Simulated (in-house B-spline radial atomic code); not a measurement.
# Pr2+: [He] 2s2 (2p1/2)1 (2p3/2)4 3s2 3p6 3d10 4s2 4p6 4d10 4f3 5s2 (5p1/2)1 (5p3/2)4 6s2 (with a hole in an inner shell)

Computed with an all-electron radial atomic-structure program (B-spline basis): Dirac-Kohn-Sham relativistic LDA, spherical fractional occupations, Fermi nucleus of rms radius 4.8919 fm.

Z_r = [3n² - l(l+1)]/(2<r>); Z_e = n√(-2ε); the last column is Slater's effective charge. Values are occupation-weighted means over j. An effective charge above Z reflects the relativistic contraction of the inner shells.

```tsv
shell	electrons	ε (eV)	<r> (bohr)	Z_r	Z_e	Slater
1s	2	-41809	0.02418	62.04	55.43	58.70
2s	2	-6861.6	0.1023	58.64	44.91	55.20
2p	5	-6138.4	0.09057	55.20	42.48	55.20
3s	2	-1517.8	0.2697	50.06	31.69	48.60
3p	6	-1303	0.2664	46.93	29.36	48.60
3d	10	-991.93	0.2423	43.34	25.62	38.85
4s	2	-323.74	0.6134	39.13	19.51	32.25
4p	6	-251.65	0.6457	35.62	17.20	32.25
4d	10	-145.29	0.7031	29.87	13.07	20.85
5s	2	-63.298	1.437	26.10	10.78	12.05
5p	5	-43.928	1.641	22.24	8.98	12.05
4f	3	-29.367	0.9412	19.13	5.88	13.30
6s	2	-17.15	3.353	16.11	6.74	4.70
```

The least bound orbital is 6s1/2 at -17.15 eV, and it is also the most diffuse (<r> = 3.353 bohr). The part-filled 2p shell lies below the filled 6s shell in orbital energy.

For the 1s electron the small component carries 4.75 % of the norm, the zero-frequency Breit interaction raises the level by 108.7 eV, self-energy by 67.34 eV, and vacuum polarisation lowers it by 10.18 eV.
